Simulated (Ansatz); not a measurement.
HfCl4. The state is a singlet with charge 0. Geometry PBE-D4/def2-SVP.

```xyz
5

Hf   -0.0001    0.0000    0.0000
Cl    2.2274   -0.6562   -0.2635
Cl   -0.1568    1.5379    1.7527
Cl   -1.3113   -1.8723    0.4866
Cl   -0.7591    0.9906   -1.9758
```

In the def2 sets Hf takes a core potential; there is no spin–orbit coupling.

Task: Estimate the orbital energies around the gap (eV) in Ansatz with HF/def2-TZVP, PBE-D4/def2-SVP, PBE-D4/def2-TZVP, PBE0-D4/def2-TZVP, ωB97X-V/def2-TZVP.

Result: 
```tsv
orbital	HF/def2-TZVP	PBE-D4/def2-SVP	PBE-D4/def2-TZVP	PBE0-D4/def2-TZVP	ωB97X-V/def2-TZVP
HOMO−9	-14.62	-9.69	-9.67	-11.16	-13.64
HOMO−8	-14.62	-9.69	-9.67	-11.16	-13.64
HOMO−7	-14.13	-9.25	-9.24	-10.73	-13.29
HOMO−6	-14.13	-9.25	-9.24	-10.73	-13.29
HOMO−5	-13.70	-8.78	-8.82	-10.29	-12.82
HOMO−4	-13.70	-8.78	-8.82	-10.29	-12.82
HOMO−3	-13.70	-8.77	-8.82	-10.29	-12.82
HOMO−2	-12.98	-8.29	-8.32	-9.72	-12.11
HOMO−1	-12.98	-8.29	-8.32	-9.72	-12.11
HOMO	-12.98	-8.29	-8.32	-9.72	-12.11
LUMO	1.46	-3.01	-3.05	-2.27	-0.11
LUMO+1	1.46	-3.01	-3.05	-2.27	-0.11
LUMO+2	1.80	-2.09	-2.28	-1.55	0.48
LUMO+3	1.80	-2.09	-2.28	-1.55	0.48
LUMO+4	1.80	-2.09	-2.28	-1.55	0.48
LUMO+5	1.87	-1.06	-1.06	-0.41	1.24
```
